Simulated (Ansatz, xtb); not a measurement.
# BClH3Sn: 4 structures ranked

4 gas-phase structures of BClH3Sn, found in a search over its isomers (lower ones may exist). Each was relaxed with GFN2-xTB:

A. a doublet given by its coordinates
B. `Cl[BH][SnH2]`, a doublet
C. `[BH2][SnH][Cl]`, a doublet
D. a doublet given by its coordinates

A (Å):

```yaml
atoms:
  - { symbol: B, position_ang: [-0.9644, -0.3378, -0.5621] }
  - { symbol: Cl, position_ang: [2.5893, -0.1432, 0.7807] }
  - { symbol: Sn, position_ang: [0.3669, 0.5021, 1.3047] }
  - { symbol: H, position_ang: [-1.9650, 0.2980, -0.4743] }
  - { symbol: H, position_ang: [-1.0174, -1.4718, -0.1987] }
  - { symbol: H, position_ang: [-0.2366, -0.0983, -1.4678] }
```

Close contacts (Å): B1–Sn3 2.44, Cl2–Sn3 2.37, B1–H4 1.19, B1–H5 1.19, B1–H6 1.19.

D (Å):

| atom | x (Å) | y (Å) | z (Å) |
| --- | --- | --- | --- |
| B | -1.5535 | -0.1686 | -0.1388 |
| Cl | -0.2806 | 0.4802 | 0.9493 |
| Sn | 0.1910 | 1.1398 | -1.4746 |
| H | 1.3390 | -0.2577 | -1.6581 |
| H | -1.4903 | -1.3117 | -0.3726 |
| H | -2.5659 | 0.4213 | -0.1400 |

Close contacts (Å): B1–Cl2 1.80, B1–Sn3 2.56, Cl2–Sn3 2.56, B1–H5 1.17, B1–H6 1.17, Sn3–H4 1.82.

**Question.** Estimate their order in r2SCAN-D4/def2-SVP energy at these geometries, lowest first.

**Answer.** Calculated order at r2SCAN-D4/def2-SVP: A (0.000), D (0.631), C (0.915), B (1.233) eV.

Energies above the lowest of each column, in eV; the last columns are at B3LYP-D3(BJ)/def2-SVP geometries and were run for some of them only (a dash: not run or not comparable):

```
structure  GFN2-xTB  HF/STO-3G  r2SCAN-D4/def2-SVP  B3LYP-D3(BJ)/def2-SVP  CCSD(T)/def2-SVP + ΔMP2/def2-TZVPP
        A     0.000      0.000               0.000                  0.000                               0.000
        D     0.534      1.365               0.631                  0.580                               0.619
        C     1.511      0.199               0.915                  0.992                               0.889
        B     1.894      1.068               1.233                      –                                   –
```

Every level run on A puts it lowest or level with the lowest. Flexible structures stand in one conformer each, not always the lowest. Frequencies (B3LYP-D3(BJ)/def2-SVP) were run for A, C, D alone. The ΔMP2 step shifts differences by up to 0.154 eV, which makes them less sure. Open shells are spin-unrestricted. Atoms past krypton carry core potentials in the def2 sets, without spin–orbit terms. ΔMP2 is the change of the MP2 energy from the smaller to the larger basis.

Over these structures GFN2-xTB departs from r2SCAN-D4/def2-SVP by 0.339 eV on average once a common shift is removed. A GFN2-xTB relaxation took about 0.29 s and the r2SCAN-D4/def2-SVP energy about 7.2 s on a shared host (Ansatz 0.2.0, xtb 6.7.1).
